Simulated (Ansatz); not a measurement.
Consider the homolysis of the B–C bond: `B[CH2][Ga]([CH3])[F]` → `[BH2]`• + `[CH2][Ga]([CH3])[F]`•.

Computed with Ansatz on PBE0-D4/def2-TZVP structures; ΔE is electronic, products minus reactants. CBS: MP2 limit from def2 TZ/QZ plus the TZ coupled-cluster correction, frozen cores. This one scheme is used for every species. Functionals use def2-TZVPP. B3LYP here is the variant with VWN-RPA as its local correlation; programs differ in this. No spin–orbit coupling; open shells (•) take unrestricted orbitals. For Ga outer-core shells are correlated without core-valence functions, which leaves a few kJ/mol of doubt a bond. Scalar relativity is left out up to krypton. One conformer a species, not always the lowest.

`B[CH2][Ga]([CH3])[F]`:

Cartesian coordinates in Å:
```
B -1.939 -0.263 -0.640
C -1.330 0.748 0.311
Ga 0.440 -0.092 0.683
C 2.116 -0.155 -0.307
F 0.470 -0.845 2.279
H -2.583 -1.185 -0.225
H -1.704 -0.210 -1.816
H -1.764 0.840 1.308
H -1.038 1.712 -0.118
H 2.943 0.133 0.344
H 2.294 -1.181 -0.639
H 2.095 0.496 -1.181
```

`[BH2]`•:

```xyz
3

B    -0.160   -0.261    0.146
H    -0.722    0.786    0.221
H     0.882   -0.526   -0.367
```

`[CH2][Ga]([CH3])[F]`•:

Cartesian coordinates in Å:
```
C -1.832 0.776 0.009
Ga -0.253 -0.259 0.384
C 1.541 -0.304 -0.374
F -0.510 -1.408 1.706
H -1.886 1.536 -0.765
H -2.752 0.637 0.569
H 1.765 -1.314 -0.724
H 2.271 -0.057 0.400
H 1.657 0.393 -1.204
```

```
             level  ΔE (kcal/mol)  difference from CCSD(T)/CBS
            PBE-D4          115.3                          0.7
         r2SCAN-D4          108.8                         -5.8
           PBE0-D4          113.3                         -1.3
          B3LYP-D4          111.0                         -3.6
           ωB97X-V          114.2                         -0.4
           ωB97M-V          116.0                          1.4
            B2PLYP          111.0                         -3.6
               PBE          113.8                         -0.8
            r2SCAN          108.4                         -6.2
              PBE0          111.9                         -2.7
             B3LYP          108.6                         -6.0
     HF/def2-TZVPP           80.7                        -33.9
    MP2/def2-TZVPP          115.7                          1.1
SCS-MP2/def2-TZVPP          113.4                         -1.2
   CCSD/def2-TZVPP          109.0                         -5.6
CCSD(T)/def2-TZVPP          112.0                         -2.6
     HF/def2-QZVPP           80.6                        -34.0
    MP2/def2-QZVPP          117.2                          2.6
SCS-MP2/def2-QZVPP          115.0                          0.4
      HF/CBS(def2)           80.6                        -34.0
     MP2/CBS(def2)          118.3                          3.7
    CCSD/CBS(def2)          111.5                         -3.1
       CCSD(T)/CBS          114.6                            0
```

Largest T1 diagnostic among the species: 0.013.

The D4 term adds +2.5 kcal/mol with B3LYP and +1.4 kcal/mol with PBE0; it sums over pairs of atoms, weighted by their polarisabilities, and B3LYP, whose exchange is more repulsive, gets the larger term. From PBE to PBE0 (25 % exact exchange), in def2-TZVPP and without D4, ΔE moves by −1.8 kcal/mol: exact exchange takes away binding that semilocal exchange gives to molecules.
